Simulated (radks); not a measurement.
The numbers below are computed, except where a source is named.
Species: the indium ion In3+. Configuration: [Kr] 4d10 (the NIST ground configuration). Level of theory: Dirac Kohn-Sham, LDA (Slater exchange, Perdew-Wang correlation), spin-unpolarised, spherical densities, finite nucleus; Fermi nuclear charge, rms radius 4.6156 fm (a radial shooting solver on a logarithmic mesh with Libxc functionals).

Spin-orbit splittings of the eigenvalues, e(l+1/2) - e(l-1/2), with zeta = 2 splitting/(2l+1) and mean radii in bohr:

| shell | occ. | splitting (eV) | zeta (eV) | <r> j=l-1/2 | <r> j=l+1/2 |
|---|---|---|---|---|---|
| 2p | 6 | 210.6 | 140.4 | 0.1085 | 0.1138 |
| 3p | 6 | 38.03 | 25.35 | 0.3398 | 0.3510 |
| 3d | 10 | 7.800 | 3.120 | 0.3225 | 0.3261 |
| 4p | 6 | 6.738 | 4.492 | 0.8996 | 0.9301 |
| 4d | 10 | 0.8953 | 0.3581 | 1.143 | 1.158 |
